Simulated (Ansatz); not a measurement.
W4⁺. Charge 1, multiplicity 2. Geometry PBE0-D4/def2-SVP; atoms count from 1.

```xyz
4

W    -0.206    1.148    0.901
W     1.743    0.386   -0.187
W     0.222   -1.406   -0.382
W    -1.759   -0.128   -0.332
```

In the def2 sets W takes a core potential; there is no spin–orbit coupling. The charge 1 doublet is spin-contaminated (final ⟨S²⟩ up to 2.06, 0.75 for a pure state). No other spin state of charge 1 was run. The geometry of the doublet was relaxed on an unsound state (⟨S²⟩ 3.49, where a pure state has 0.75). Another isomer (doublet) lies 0.34 eV lower at PBE0-D4/def2-TZVP; other spin states weren't run for this one.

Q: Estimate the Mulliken populations from the PBE0/def2-TZVP orbitals of Ansatz.

A: 
```
atom  charge (e)  spin (α − β)  d electrons
  W1        0.20          1.89         4.59
  W2        0.30         -1.39         4.48
  W3        0.20          1.89         4.59
  W4        0.30         -1.39         4.48
```
Mulliken values and Mayer orders depend strongly on the basis.

Q: Where does the spin sit?

A: Summed by element: W 1.00, of 1 unpaired in all. Largest on single atoms: W1 1.89, W3 1.89, W2 -1.39.

Q: And the Mayer bond orders between bonded heavy atoms (over 0.3)?

A: W1–W2 2.40 (2.36 Å); W1–W3 0.63 (2.89 Å); W1–W4 2.40 (2.36 Å); W2–W3 2.40 (2.36 Å); W2–W4 0.35 (3.54 Å); W3–W4 2.40 (2.36 Å).
